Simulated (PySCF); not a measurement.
C2H4FNOSi, SMILES O=C/N=C/[SiH2]F.

Geometry: B3LYP-D3(BJ)/def2-SVP. The structure was generated by enumeration; whether it is a known compound was not checked. One conformer was computed; it need not be the lowest.

Two levels are set side by side: TDDFT-PBE/def2-SVPD (PySCF) and TDDFT-M06-2X/def2-SVPD (PySCF). Vertical, same geometry. The lowest singlet is HOMO→LUMO 99 % with PBE and HOMO→LUMO 93 % with the other functional; states are paired by order. Differences are taken from unrounded values.

```csv
quantity,TDDFT-PBE
lowest singlet excitation (eV),3.06
lowest triplet excitation (TDA) (eV),2.64
first bright state (f over 0.05) (eV),5.39
its oscillator strength,0.06
```

### Question
These are the TDDFT-PBE values. What does TDDFT-M06-2X give? (The exact figures need the calculation; the answer reports its results.)

### Answer

```json
[
 {"quantity": "lowest singlet excitation (eV)", "TDDFT-M06-2X": "3.61", "TDDFT-PBE minus TDDFT-M06-2X": "-0.55"},
 {"quantity": "lowest triplet excitation (TDA) (eV)", "TDDFT-M06-2X": "3.16", "TDDFT-PBE minus TDDFT-M06-2X": "-0.52"},
 {"quantity": "first bright state (f over 0.05) (eV)", "TDDFT-M06-2X": "6.81", "TDDFT-PBE minus TDDFT-M06-2X": "-1.42"},
 {"quantity": "its oscillator strength", "TDDFT-M06-2X": "0.10", "TDDFT-PBE minus TDDFT-M06-2X": "-0.04"}
]
```

Functionals without exact exchange tend to place singlet excitations lower, as here. Differences between two approximate levels are no errors against the true value.

Rough cost on one machine, each run with all the roots and properties that it gave: TDDFT-M06-2X against TDDFT-PBE about 10 times.
